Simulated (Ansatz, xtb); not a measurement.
**Two isomers of C5H4FOS+**

Structure a is `Oc1ccc(F)[s+]c1`, a singlet and structure b is `Oc1cc[s+]c(F)c1`, a singlet. Both are isolated ions in the gas phase, relaxed with PBE-D3(BJ)/def2-SVP; the shapes shown needn't be the lowest conformers.

a (Å):

```xyz
12

C    -0.0321   -1.1290   -0.7270
C    -1.0578   -0.2060   -1.0793
C    -0.8173    1.0431   -1.6506
C     0.4666    1.5135   -1.9352
C     1.3196   -0.8149   -0.9457
F     0.6569    2.6941   -2.4731
O    -0.2742   -2.3195   -0.1817
S     1.9037    0.6262   -1.6227
H    -1.2312   -2.4804   -0.0542
H    -2.1062   -0.4911   -0.8911
H    -1.6568    1.7116   -1.9002
H     2.1095   -1.5334   -0.6709
```

b (Å):

| atom | x (Å) | y (Å) | z (Å) |
| --- | --- | --- | --- |
| C | -0.3434 | -0.9985 | -1.1383 |
| C | -1.3097 | -0.0672 | -1.6298 |
| C | -1.0501 | 1.2730 | -1.7660 |
| C | 1.3805 | 0.7215 | -0.8318 |
| C | 0.9607 | -0.5925 | -0.7554 |
| F | 2.5949 | 1.0559 | -0.4678 |
| O | -0.7471 | -2.2529 | -1.0663 |
| S | 0.4315 | 2.0632 | -1.3865 |
| H | -0.0541 | -2.8572 | -0.7243 |
| H | -2.3008 | -0.4574 | -1.9070 |
| H | -1.8127 | 1.9718 | -2.1477 |
| H | 1.6939 | -1.3242 | -0.3780 |

Estimate which is lower in electronic energy at CCSD(T)/def2-SVP + ΔMP2/def2-TZVPP, and by roughly how much.

The CCSD(T)/def2-SVP + ΔMP2/def2-TZVPP calculation puts structure b lower, by 7.7 kcal/mol.

Level by level:

```tsv
level	geometry	E(b) − E(a) (kcal/mol)	departure from the last row (kcal/mol)	job, with rough time for the two
GFN2-xTB	GFN2-xTB	−6.2	+1.6	optimisation, 0.14 s
HF/STO-3G	GFN2-xTB	−15.4	−7.7	single point, 0.4 s
r2SCAN-D4/def2-SVP	GFN2-xTB	−9.1	−1.3	single point, 4.1 s
PBE-D3(BJ)/def2-SVP	PBE-D3(BJ)/def2-SVP	−8.4	−0.7	optimisation, 16 s
HF/def2-SVP	PBE-D3(BJ)/def2-SVP	−13.1	−5.3	part of the CCSD(T) run
MP2/def2-SVP	PBE-D3(BJ)/def2-SVP	−6.8	+0.9	part of the CCSD(T) run
CCSD(T)/def2-SVP	PBE-D3(BJ)/def2-SVP	−8.8	−1.1	single point
CCSD(T)/def2-SVP + ΔMP2/def2-TZVPP	PBE-D3(BJ)/def2-SVP	−7.7		single point, 74 s
```

As drawn, both hold the same kinds of bond in the same numbers.

None of the levels shown reverses the order. The largest departure from CCSD(T)/def2-SVP + ΔMP2/def2-TZVPP is that of HF/STO-3G, 7.7 kcal/mol. The last row adds to CCSD(T) the change of the MP2 difference between the two basis sets, here +1.1 kcal/mol.

With thermal terms from frequencies at re-optimised GFN2-xTB minima (ideal gas, soft modes damped towards free rotors, one conformer each, 298.15 K, 1 atm): on the last row, ΔE + ΔZPE = −7.5, ΔH = −7.6, ΔG = −7.5 kcal/mol.

The correlated steps freeze 12 core orbitals. Codes used: Ansatz 0.2.0, xtb 6.7.1; the last row on 4 threads of Arm Neoverse V1 on a shared host.
